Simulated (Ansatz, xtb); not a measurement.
## Two structures of GeH4OSn

Structure I is a singlet given by its coordinates and structure II is `[OH][Sn][GeH3]`, a singlet. Both are isolated molecules in the gas phase, relaxed with BLYP-D3(BJ)/def2-SVP; the shapes shown needn't be the lowest conformers.

I (Å):

```tsv
atom	x (Å)	y (Å)	z (Å)
Ge	1.4966	0.9786	0.4900
O	0.4743	-0.7936	0.5909
Sn	-1.4519	0.1653	-0.0950
H	0.7971	-1.3803	-0.1235
H	-0.0814	1.6618	0.0640
H	-1.8474	0.5445	1.6272
H	1.8008	0.7610	-1.0995
```

Close contacts (Å): Ge1–O2 2.05, Ge1–Sn3 3.11, O2–Sn3 2.26, Ge1–H5 1.77, Ge1–H7 1.63, O2–H4 0.98, Sn3–H5 2.04, Sn3–H6 1.81.

II (Å):

```xyz
7

Ge   -0.3970   -0.0241    0.2720
O    -1.6039   -2.6109    2.3180
Sn   -1.0959   -0.7120    2.8711
H    -1.4764   -2.7608    1.3578
H     1.1013    0.3943    0.0855
H    -0.6163   -1.2443   -0.6933
H    -1.2296    1.1522   -0.3424
```

**Question.** Estimate which is lower in electronic energy at CCSD(T)/def2-TZVP, and by roughly how much.

**Answer.** The CCSD(T)/def2-TZVP calculation puts structure II lower, by 58.1 kJ/mol.

Level by level:

| level | geometry | E(II) − E(I) (kJ/mol) | departure from the last row (kJ/mol) | job, with rough time for the two |
| --- | --- | --- | --- | --- |
| BLYP-D3(BJ)/def2-SVP | BLYP-D3(BJ)/def2-SVP | −20.9 | +37.2 | optimisation, 62 s |
| HF/def2-TZVP | BLYP-D3(BJ)/def2-SVP | −63.6 | −5.5 | part of the CCSD(T) run |
| MP2/def2-TZVP | BLYP-D3(BJ)/def2-SVP | −65.2 | −7.1 | part of the CCSD(T) run |
| CCSD(T)/def2-TZVP | BLYP-D3(BJ)/def2-SVP | −58.1 |  | single point, 86 s |

None of the levels shown reverses the order. The largest departure from CCSD(T)/def2-TZVP is that of BLYP-D3(BJ)/def2-SVP, 37.2 kJ/mol. Levels run at GFN2-xTB geometries aren't shown.

With harmonic frequencies from BLYP-D3(BJ)/def2-SVP (ideal gas, rigid rotor, one conformer each, 298.15 K, 1 atm): on the last row, ΔE + ΔZPE = −55.7 kJ/mol. A mode under 50 cm⁻¹ makes harmonic enthalpies and free energies unreliable, so none is given.

The correlated steps freeze 14 core orbitals; the filled d shell of Ge and Sn is correlated, in a basis made for valence electrons. Atoms past krypton carry core potentials in the def2 sets and no spin–orbit term is included. Codes used: Ansatz 0.2.0; the last row on 2 threads of Intel(R) Xeon(R) Platinum 8259CL CPU @ 2.50GHz (Skylake/Cascade Lake) on a shared host.
